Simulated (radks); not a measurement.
Values are calculated unless marked as measured or tabulated.
The europium ion Eu2+, [Xe] 4f7. Level of theory: non-relativistic Kohn-Sham, r2SCAN, spin-polarised, spherical densities, point nucleus; meta-GGA in the generalised Kohn-Sham scheme (a radial shooting solver on a logarithmic mesh with Libxc functionals). Every spin shell is full or empty, so the densities are truly spherical. Functionals are evaluated on that one density, not self-consistently. Rank these orbital-free kinetic functionals by their error against the exact value of the orbitals, and give that value: Thomas-Fermi, von Weizsacker, TF + vW, TF + vW/9, TF + vW/5, LC94, revAPBEK, Perdew 92, Thakkar, Pearson, LKT, PG1, DePristo-Kress, Ernzerhof.

Answer. Exact: 10423.3 hartree. From best to worst, with 100 (|E| - |E exact|)/|E exact| (equal figures are ties): LC94 0.00, DePristo-Kress -0.19, revAPBEK +0.20, Ernzerhof -0.48, Thakkar -0.72, Perdew 92 -0.72, TF + vW/9 -0.73, Pearson -0.92, TF + vW/5 +2.70, Thomas-Fermi -5.01, PG1 +13.68, LKT +17.50, TF + vW +33.51, von Weizsacker -61.48.
